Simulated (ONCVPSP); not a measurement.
Before and after: ONCV potential for As

ONCVPSP 4.0.1 input, shortened (lines: element, Z, core and valence counts, functional; n l f; lmax; l rc ep ncon nbas qcut; lloc lpopt rc5 dvloc0; l nproj debl; icmod fcfact rcfact), PBE, scalar-relativistic:

```
  As 33.00    3    5        4      upf
    1    0    2.00
    2    0    2.00
    2    1    6.00
    3    0    2.00
    3    1    6.00
    3    2   10.00
    4    0    2.00
    4    1    3.00
    2
    0    0.80    0.00    4    7   11.70
    1    1.15    0.00    4    7   13.30
    2    0.65    0.00    5    9   22.40
    2    5    0.65    0.00
    0    2    3.50
    1    3    0.70
    2    0    1.50
    0    0.00    0.00
```

All-electron outer shells of the reference configuration (PBE, scalar-relativistic, ld1.x):

```
shell  level (eV)  outermost node (bohr)  outermost maximum (bohr)
   2s    -1486.76                   0.06                      0.17
   2p    -1303.65                      –                      0.14
   3s     -190.31                   0.25                      0.52
   3p     -133.68                   0.22                      0.52
   3d      -40.65                      –                      0.47
   4s      -14.49                   0.73                      1.61
   4p       -5.19                   0.78                      2.00
```

Change: p: rc 0.96.

Cutoffs: the cutoffs (Ha) at which the residual kinetic energy of the hardest occupied pseudo-wave falls to 1 and 0.1 mHa per electron; they do not see the model core or the augmentation charge, which bear on the density cutoff. Errors are all-electron minus pseudo energies relative to the spin-unpolarised reference configuration.

Problem. What does the change do?

Solution. The potential gets neither clearly harder nor softer (220 Ha and 253 Ha → 220 Ha and 253 Ha); of the 4 tests that both files solve, the error grows in 0 and shrinks in 2 by more than 15 % and 0.3 meV (median size 1.7 → 1.1 meV); neither file shows a bound ghost.

| quantity | base | changed |
| --- | --- | --- |
| cutoff, loose | 220 Ha | 220 Ha |
| cutoff, tight | 253 Ha | 253 Ha |
| loose cutoff by channel | s 92 Ha, p 60 Ha, d 220 Ha | s 92 Ha, p 65 Ha, d 220 Ha |
| bound ghosts | none | none |
| GHOST(+) flags under 300 eV | none | none |
| error for 3s2 3p6 3d10 4s2 4p2, meV [ΔE 9.15 eV] | -0.5 | -0.4 |
| error for 3s2 3p6 3d10 4s2 4p1, meV [ΔE 27.07 eV] | -1.8 | -1.5 |
| error for 3s2 3p6 3d10 4s2 4p0, meV [ΔE 54.77 eV] | -3.7 | -3.3 |
| error for 3s2 3p6 3d9 4s2 4p4, meV [ΔE 40.10 eV] | -1.7 | +0.7 |
| s: phases at 0.81 bohr within 0.05 rad from the reference energy up to (Ha; the scan ends near 5) | to the end of the scan | to the end of the scan |
| d: phases at 0.66 bohr within 0.05 rad from the reference energy up to (Ha; the scan ends near 5) | to the end of the scan | to the end of the scan |
